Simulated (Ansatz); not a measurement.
Relaxation of C2H3BBrCl (8 atoms, charge 0, multiplicity 1), to a largest force component of 0.015 eV/Å in at most 40 steps.

These are results of RHF/def2-SVP in Ansatz, not measurements.

```xyz
8
Properties=species:S:1:pos:R:3:forces:R:3
C -1.134 -0.690 0.228 -1.21 0.65 0.85
C -0.129 -0.269 -0.508 1.19 0.27 -0.95
B 0.023 -0.660 -1.998 0.01 -0.33 -1.88
Cl -1.152 -1.758 -2.936 1.27 1.15 1.14
Br 1.540 0.136 -3.082 -1.21 -0.69 0.88
H -1.308 -0.321 1.248 0.21 -0.45 -0.39
H -1.916 -1.276 -0.226 -0.11 -0.42 0.19
H 0.624 0.412 -0.116 -0.17 -0.19 0.15
```

**Question.** Where does it end, and by what steps?

**Answer.** The forces met the threshold. After 7 steps the energy has fallen by 0.261 eV; Cl4 moved furthest, 0.10 Å.

```csv
step,energy less start (eV),largest force component (eV/Å),accepted
0,0.0000,1.877,yes
1,0.0393,2.431,no
2,-0.1868,2.026,yes
3,-0.1835,1.550,no
4,-0.2544,0.524,yes
5,-0.2566,0.113,yes
6,-0.2612,0.020,yes
7,-0.2612,0.012,yes
```

```xyz
8
Properties=species:S:1:pos:R:3
C -1.158 -0.662 0.200
C -0.150 -0.234 -0.557
B 0.026 -0.628 -2.048
Cl -1.108 -1.693 -2.881
Br 1.529 0.057 -3.043
H -1.254 -0.369 1.239
H -1.926 -1.320 -0.188
H 0.589 0.423 -0.112
```

Whether the end is a true minimum wasn't checked by a vibrational analysis.

Run time: 14 s on 2 threads of Intel(R) Xeon(R) Platinum 8375C CPU @ 2.90GHz (Ice Lake) (shared host), peak memory 0.26 GiB.
